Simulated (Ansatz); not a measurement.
`[SiH3][GeH2][CH2]S` → `[CH2]` (triplet) + `[SiH3][GeH2][SH]` at 400 K and 1 bar (formal loss of a carbene).

Calculated with Ansatz (gas phase, PBE0-D4/def2-TZVP geometries, no zero-point term in ΔE). CCSD(T)/CBS adds triple-zeta CCSD(T) − MP2 to the extrapolated MP2 energy (def2 sets, frozen cores). This one scheme is used for every species. Triplets are unrestricted, without spin–orbit coupling. For Ge outer-core shells are correlated without core-valence functions, which leaves a few kJ/mol of doubt a bond. Scalar relativity is left out up to krypton. One conformer a species, not always the lowest.

| species | CCSD(T)/CBS energy (Eh) | H − E (kJ/mol) | S (J/(mol·K)) |
| --- | --- | --- | --- |
| `[SiH3][GeH2][CH2]S` | -2805.82258 | 241.5 | 422.5 |
| `[CH2]` (triplet) | -39.09499 | 59.0 | 205.7 |
| `[SiH3][GeH2][SH]` | -2766.58811 | 163.2 | 387.7 |

H − E and S are ideal-gas, rigid-rotor, harmonic terms from PBE0-D4/def2-TZVP, for one conformer and one mirror image of each species, with the whole ground term of open shells counted as degenerate. 1 Eh = 2625.50 kJ/mol, R = 8.31446 J/(mol·K).

**Question.** By hand: ΔE, ΔH, ΔS and ΔG.

**Answer.** ΔE = (-39.09499) + (-2766.58811) − (-2805.82258) = 0.13948 Eh = 366.2 kJ/mol. Δ(H − E) = 59.0 + 163.2 − 241.5 = -19.3, so ΔH = 346.9 kJ/mol. ΔS = 205.7 + 387.7 − 422.5 = 170.9 J/(mol·K). ΔG = 346.9 − 400 × (170.9)/1000 = 278.5 kJ/mol.

**Question.** By hand: the equilibrium constant, and the temperature at which ΔG would vanish if ΔH and ΔS stayed fixed.

**Answer.** log₁₀ K = −ΔG/(RT ln 10) = -36.4. ΔG = 0 at ΔH/ΔS = 2030 K.

The number of gas molecules changes by +1, which sets the sign of ΔS. A doubt of 5 kJ/mol in ΔE shifts log₁₀ K by 0.7 here. Other conformers and mirror images would add mixing entropy, several J/(mol·K) or more a flexible species. Modes under 60 cm⁻¹, often nearly free rotors, make the harmonic entropy too high. A triplet takes part, so the spin changes. These are equilibria of isolated gas molecules and say nothing of rates. Largest T1 diagnostic: 0.012 (customary marks: 0.02 for closed shells, 0.045 for open ones).
